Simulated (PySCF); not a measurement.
Gas-phase reaction: 2 GaH + 2 Cl₂ = 2 GaCl₂ + H₂

Method: PySCF energies (xtb for GFN2) plus ideal-gas RRHO corrections (1 bar). † marks an energy on the PBE0/def2-TZVP geometry and frequencies; other levels use their own. MP2 freezes the core. Open shells (unrestricted): GaCl₂ (multiplicity 2); the rest are closed-shell singlets. GFN2 has no spin-polarisation term. Ga: all electrons, no relativistic terms. GaH, GaCl₂: computed as isolated molecules; such fragments, hydroxides, amides, oligomers or adducts are transient or little studied in the gas. MP2 isn't extrapolated to the basis-set limit.

```tsv
level	ΔH°(298 K), kJ
BLYP/def2-TZVP†	-679
GFN2-xTB	-672
HF/def2-TZVP†	-824
M06-2X/def2-TZVP†	…
MP2/def2-SVP†	…
PBE0/def2-TZVP	-753
ωB97X-V/def2-TZVP†	…
```

**Question.** Complete the blanks.

**Answer.** 
- M06-2X/def2-TZVP†, ΔH°(298 K), kJ: -794
- MP2/def2-SVP†, ΔH°(298 K), kJ: -853
- ωB97X-V/def2-TZVP†, ΔH°(298 K), kJ: -748
